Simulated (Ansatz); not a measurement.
Born–Oppenheimer molecular dynamics of CH5BOS (9 atoms, charge 0, multiplicity 1). It starts at the highest image of a converged band, a first-order saddle point between two minima.

These are results of RKS r2SCANh-D4/def2-SVP in Ansatz 0.2.0, not measurements.

| Property | Result |
| --- | --- |
| ensemble | NVE (velocity Verlet) |
| time step | 0.5 fs |
| steps asked | 200 |
| starting velocities drawn for | 300 K |
| seed | 6755 |

First frame:

```xyz
9
Properties=species:S:1:pos:R:3
B -1.074 -0.731 0.518
O -0.360 0.312 -0.274
C 1.037 0.285 -0.590
S -2.015 0.182 1.640
H -0.887 1.000 0.497
H -0.845 -1.875 0.239
H 1.258 -0.671 -1.078
H 1.637 0.386 0.325
H 1.249 1.111 -1.277
```

(1) How far do the bonds stretch over the last three quarters of this one trajectory? (Pairs bonded in most of those frames.)

## Answers

(1) 
```
 bond  mean (Å)  spread (Å)  shortest  longest
B1–O2     1.662       0.059      1.51     1.72
B1–S4     1.678       0.026      1.63     1.72
B1–H6     1.205       0.027      1.16     1.25
O2–C3     1.453       0.039      1.39     1.52
O2–H5     0.980       0.018      0.95     1.01
C3–H7     1.096       0.020      1.06     1.13
C3–H8     1.099       0.015      1.07     1.13
C3–H9     1.097       0.011      1.07     1.12
```

Mean temperature of the second half: 248 K. The conserved energy stayed within 0.14 meV per atom of its start (net change 0.048 meV per atom), so the integration is sound. A run of 0.1 ps of so small a system gives no equilibrium averages. The orbitals stay closed-shell, which can raise the energy where a bond breaks towards radicals; this wasn't checked here.

Time of the run: 8.6 min on 2 threads of Arm Neoverse V1 (shared host), peak memory 0.18 GiB.
